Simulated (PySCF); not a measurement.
## What binds RbNa: the parts of the energy along the bond

State: ¹Σ⁺, singlet, closed shell. RHF-based CCSD(T) in PySCF 2.14 with Rb cc-pwCVDZ-X2C, Na cc-pCVDZ-DK and Rb cc-pwCVTZ-X2C, Na cc-pCVTZ-DK (frozen core orbitals: 15; spin-free X2C with a Gaussian nucleus). Correlation energies are extrapolated as n⁻³ (n = 2, 3), Hartree–Fock as (n+1)·exp(−9√n). All energies in eV from Rb + Na.

```tsv
R (Å)	HF/CBS	CCSD corr.	(T)	total
3.2558	0.236	-0.716	-0.0688	-0.549
3.4038	0.159	-0.688	-0.0651	-0.594
3.5518	0.110	-0.663	-0.0622	-0.615
3.6998	0.083	-0.639	-0.0601	-0.617
3.8478	0.074	-0.619	-0.0588	-0.604
4.0328	0.084	-0.596	-0.0585	-0.571
4.2177	0.112	-0.579	-0.0596	-0.527
```

A fit to the total gives Re = 3.6403 Å, De = 0.618 eV, ωe = 106.7 cm⁻¹, Be = 0.07031 cm⁻¹ (masses 84.9118 and 22.9898 u).

At R = 3.6998 Å the CCSD correlation energy is -0.330451 hartree in the smaller basis and -0.477106 in the larger. Extrapolate it.

(3³·E3 − 2³·E2)/(3³ − 2³) = -0.53886 hartree; the larger basis holds 88.5 % of it.

The T1 diagnostic is 0.014. The open-shell atoms are computed with UHF. Spin–orbit coupling, excitations beyond (T) and corrections to the Born–Oppenheimer picture are left out.
